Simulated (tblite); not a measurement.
Input of a run (GFN2-xTB geometry optimisation, gas phase (tblite 0.8.0)), started from a force field or distance geometry:
```
{"job": {"kind": "relax", "xc": "GFN2-xTB", "basis": "xTB"}, "charge": 0, "multiplicity": 2}
C      1.761600    -0.376300     1.258100
C      1.783000     1.038000     0.721100
C      1.148200    -0.060000    -0.073000
C     -0.299100    -0.113800    -0.352600
C     -1.111500     0.583400    -1.434200
C     -2.204900    -0.219100    -0.731000
C     -1.494000     0.246700     0.545300
C     -1.151800    -1.334500    -0.715000
H      2.685400    -0.938100     1.272500
H      1.093600    -0.584700     2.101100
H      1.153100     1.769200     1.211200
H      2.735100     1.420600     0.387700
H      1.672900    -0.398100    -0.944600
H     -0.924800     0.297400    -2.486800
H     -1.224700     1.682800    -1.379500
H     -1.647900     1.299700     0.818600
H     -1.685600    -0.370800     1.437500
H     -0.982700    -1.822400    -1.690100
H     -1.315800    -2.110700     0.046400
```

Output (eV, eV/Å):
```
step      E/eV     max force
  0    -613.47175    3.249
  1    -613.87129    1.421
  2    -613.95548    0.459
  3    -613.98064    0.323
  4    -613.99860    0.212
  5    -614.00618    0.201
  6    -614.01482    0.206
  7    -614.02279    0.185
  8    -614.02861    0.127
  9    -614.03151    0.117
 10    -614.03371    0.118
 11    -614.03647    0.105
 12    -614.03920    0.138
 13    -614.04102    0.115
 14    -614.04200    0.065
 15    -614.04263    0.060
 16    -614.04316    0.079
 17    -614.04363    0.077
 18    -614.04416    0.063
 19    -614.04480    0.073
 20    -614.04546    0.059
 21    -614.04594    0.052
 22    -614.04624    0.047
 23    -614.04652    0.044
 24    -614.04686    0.048
 25    -614.04720    0.041
 26    -614.04747    0.041
 27    -614.04770    0.036
 28    -614.04798    0.047
 29    -614.04833    0.043
 30    -614.04865    0.039
 31    -614.04882    0.034
 32    -614.04890    0.022
 33    -614.04894    0.016
 34    -614.04900    0.020
 35    -614.04907    0.024
 36    -614.04914    0.020
 37    -614.04919    0.014
 38    -614.04922    0.012
 39    -614.04924    0.011
 40    -614.04925    0.006
```

Q: Summarise the run.

A: The energy falls by 0.578 eV over 40 L-BFGS steps, the largest force on an atom goes from 3.25 to 0.006 eV/Å, and the atoms move by 0.088 Å rms after alignment. The bond that changes most is C3–C4 (ends: carbon bonded to 3 C and H; carbon bonded to 4 C), which lengthens by 0.023 Å. Bonds longer at the end by more than 0.005 Å: 5 of 21; shorter: 8. Among the angles that change most is C4–C5–C6, from 79.3° to 70.6°. The energy never rose by more than 1e-5 eV on the way. The first step brought 69 % of the lowering.

Q: What are the final bond lengths?

A: C1–C2 1.498 Å, C2–C3 1.500 Å, C3–C4 1.498 Å, C4–C5 1.542 Å, C5–C6 1.533 Å, C6–C7 1.535 Å, C6–C8 1.533 Å, C1–C3 1.499 Å, C4–C7 1.538 Å, C4–C8 1.542 Å, C1–H9 1.079 Å, C1–H10 1.079 Å, C2–H11 1.079 Å, C2–H12 1.079 Å, C3–H13 1.085 Å, C5–H14 1.086 Å, C5–H15 1.086 Å, C7–H16 1.086 Å, C7–H17 1.086 Å, C8–H18 1.086 Å, C8–H19 1.086 Å. Numbering counts from 1 in the input's order; the species is `C1CC1C12C[C](C1)C2` [radical].

Its GFN2-xTB frequencies are all real (lowest 36 cm⁻¹).

Shape of the structure used: `[CH2:1]1[CH2:2][CH:3]1[C:4]12[CH2:5][C:6]([CH2:7]1)[CH2:8]2`: C2–C3–C4–C5 85°.

One conformer stands for the species.

The numbers are calculated, not measured.
